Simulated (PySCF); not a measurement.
How the method moves the HOMO and LUMO of `N#CC[SiH2][SiH2]Cl`

Compound: C2H6ClNSi2.
Cartesian coordinates in Å at the PBE0-D3(BJ)/def2-SVP level; atoms count from 1:
```
atom  x, y, z in Å
N1    -0.067    2.392   -1.067
C2     0.200    1.297   -0.796
C3     0.614   -0.047   -0.452
Si4    2.378   -0.063    0.298
Si5    3.838    1.190   -1.041
Cl6    5.754    0.752   -0.363
H7     0.608   -0.675   -1.359
H8    -0.097   -0.492    0.262
H9     2.328    0.516    1.673
H10    2.829   -1.484    0.371
H11    3.601    2.654   -0.911
H12    3.737    0.788   -2.474
```

Basis pcSseg-1 throughout (PySCF), one geometry. The structure is a single PBE0-D3(BJ)/def2-SVP conformer in the gas phase; no vibrational or solvent corrections.

Task: How do the orbital energies, the gap and the dipole change with the method?

Result: 
```json
{"method": "BLYP", "kind": "GGA", "HOMO (eV)": "-7.10", "LUMO (eV)": "-1.65", "gap (eV)": "5.46", "μ (D)": "3.22", "SCF cycles": "14"}
{"method": "B97-D", "kind": "GGA", "HOMO (eV)": "-7.26", "LUMO (eV)": "-1.69", "gap (eV)": "5.58", "μ (D)": "3.25", "SCF cycles": "14"}
{"method": "PBE", "kind": "GGA", "HOMO (eV)": "-7.27", "LUMO (eV)": "-1.85", "gap (eV)": "5.41", "μ (D)": "3.23", "SCF cycles": "14"}
{"method": "OPBE", "kind": "GGA", "HOMO (eV)": "-7.28", "LUMO (eV)": "-1.65", "gap (eV)": "5.62", "μ (D)": "3.21", "SCF cycles": "14"}
{"method": "KT2", "kind": "GGA", "HOMO (eV)": "-7.35", "LUMO (eV)": "-2.01", "gap (eV)": "5.34", "μ (D)": "3.20", "SCF cycles": "15"}
{"method": "KT3", "kind": "GGA", "HOMO (eV)": "-7.36", "LUMO (eV)": "-1.82", "gap (eV)": "5.54", "μ (D)": "3.17", "SCF cycles": "15"}
{"method": "LDA", "kind": "LDA", "HOMO (eV)": "-7.36", "LUMO (eV)": "-2.13", "gap (eV)": "5.24", "μ (D)": "3.32", "SCF cycles": "14"}
{"method": "BP86", "kind": "GGA", "HOMO (eV)": "-7.38", "LUMO (eV)": "-1.93", "gap (eV)": "5.45", "μ (D)": "3.26", "SCF cycles": "14"}
{"method": "B3LYP", "kind": "global hybrid", "HOMO (eV)": "-8.25", "LUMO (eV)": "-1.18", "gap (eV)": "7.08", "μ (D)": "3.30", "SCF cycles": "13"}
{"method": "B97-2", "kind": "global hybrid", "HOMO (eV)": "-8.26", "LUMO (eV)": "-1.02", "gap (eV)": "7.25", "μ (D)": "3.31", "SCF cycles": "13"}
{"method": "PBE0", "kind": "global hybrid", "HOMO (eV)": "-8.49", "LUMO (eV)": "-1.04", "gap (eV)": "7.45", "μ (D)": "3.32", "SCF cycles": "12"}
{"method": "mPW1PW91", "kind": "global hybrid", "HOMO (eV)": "-8.52", "LUMO (eV)": "-1.02", "gap (eV)": "7.50", "μ (D)": "3.33", "SCF cycles": "12"}
{"method": "BHandHLYP", "kind": "global hybrid", "HOMO (eV)": "-9.57", "LUMO (eV)": "-0.09", "gap (eV)": "9.48", "μ (D)": "3.39", "SCF cycles": "12"}
{"method": "CAM-B3LYP", "kind": "range-separated hybrid", "HOMO (eV)": "-9.76", "LUMO (eV)": "0.05", "gap (eV)": "9.81", "μ (D)": "3.33", "SCF cycles": "12"}
{"method": "wB97X-D", "kind": "range-separated hybrid", "HOMO (eV)": "-10.32", "LUMO (eV)": "0.69", "gap (eV)": "11.00", "μ (D)": "3.36", "SCF cycles": "13"}
{"method": "LC-wPBE", "kind": "range-separated hybrid", "HOMO (eV)": "-11.10", "LUMO (eV)": "1.14", "gap (eV)": "12.24", "μ (D)": "3.34", "SCF cycles": "14"}
{"method": "HF", "kind": "Hartree–Fock", "HOMO (eV)": "-11.28", "LUMO (eV)": "2.21", "gap (eV)": "13.49", "μ (D)": "3.52", "SCF cycles": "12"}
```

The HOMO spans 4.18 eV, from BLYP down to HF, and the gap runs from 5.24 eV (LDA) to 13.49 eV (HF). Over the methods BLYP (0 %), B97-D (0 %), PBE (0 %), OPBE (0 %), KT2 (0 %), KT3 (0 %), LDA (0 %), BP86 (0 %), B3LYP (20 %), B97-2 (21 %), PBE0 (25 %), mPW1PW91 (25 %), BHandHLYP (50 %), HF (100 %), a straight line through the gap against the share of exact exchange rises by 0.80 eV for each 10 % (correlation coefficient 0.999). The dipole ranges from 3.17 D (KT3) to 3.52 D (HF). This basis has no diffuse functions.
